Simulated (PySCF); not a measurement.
**Frontier orbitals and the lowest excitations**

Species: C3H4F3N.
Structure used (PBE0-D3(BJ)/def2-SVP), in Å, numbered top down from 1:
```
atom  x, y, z in Å
C1     1.673    0.411   -0.410
N2     0.596    0.799   -0.945
C3    -0.696    0.366   -0.503
C4    -0.814   -0.583    0.673
F5    -2.100   -0.849    0.914
F6    -0.291   -0.068    1.791
F7    -0.196   -1.749    0.444
H8     2.620    0.794   -0.817
H9     1.753   -0.290    0.439
H10   -1.296    1.257   -0.253
H11   -1.213   -0.112   -1.351
```

Computed, not measured: PySCF 2.14.0, density-fitted response routines, TDDFT CAM-B3LYP/def2-SVPD, vertical, gas phase, core orbitals frozen in the response.

Frontier orbitals with the atoms that hold most of them (Löwdin shares over 4%, at most four atoms; ? is withheld):

| orbital | ε (eV) | atoms |
| --- | --- | --- |
| HOMO-3 | -13.69 | F5 37%, F7 31%, F6 31% |
| HOMO-2 | -12.81 | C3 25%, F7 13%, F6 13%, C1 12% |
| HOMO-1 | -10.75 | ? |
| HOMO | ? | ? |
| LUMO | 0.36 | C1 39%, N2 34%, H9 8%, H8 8% |
| LUMO+1 | 1.28 | C1 19%, C3 19%, C4 12%, H10 9% |
| LUMO+2 | 2.02 | C1 26%, H8 19%, H9 11%, F5 9% |

Task: Which atoms hold the HOMO-1, and with what shares?

Result: N2 (bonded to 2 C) 40%; C1 (bonded to N and 2 H) 31%; C3 (bonded to C, N and 2 H) 13%; H11 (bonded to C) 5%. By element: carbon 44% or more, nitrogen 40%, hydrogen 5% or more.

Task: Which atoms hold the HOMO, and with what shares?

Result: N2 (bonded to 2 C) 57%; C1 (bonded to N and 2 H) 15%; C3 (bonded to C, N and 2 H) 9%; H9 (bonded to C) 6%. By element: nitrogen 57%, carbon 24% or more, hydrogen 6% or more.

Task: What is the HOMO energy, and the HOMO–LUMO gap?

Result: ε(HOMO) = -9.23 eV; the gap is 9.59 eV (0.3524 hartree).

Task: The HOMO–LUMO gap is 9.59 eV. Where does the response calculation put the lowest singlet, and from which orbitals?

Result: S1 is at 4.95 eV (f = 0.0020), 4.64 eV below the gap, made of HOMO→LUMO (98%). 

Task: Give energy, strength and leading configuration of S1, S2, S3 and S6, and follow the Löwdin shares of the leading atoms from the occupied to the empty orbital.

Result: 
- S1 (4.95 eV, f 0.0020), HOMO→LUMO (98%): N2 57% → 34%, C1 15% → 39%
- S2 (7.49 eV, f 0.0014), HOMO→LUMO+1 (85%): N2 57% → at most 9%, C1 15% → 19%, C3 9% → 19%
- S3 (8.13 eV, f 0.258), HOMO-1→LUMO (82%): N2 40% → 34%, C1 31% → 39%
- S6 (8.96 eV, f 0.0018), HOMO-1→LUMO+1 (86%): N2 40% → at most 9%, C1 31% → 19%, C3 13% → 19%

One conformer stands for the species.
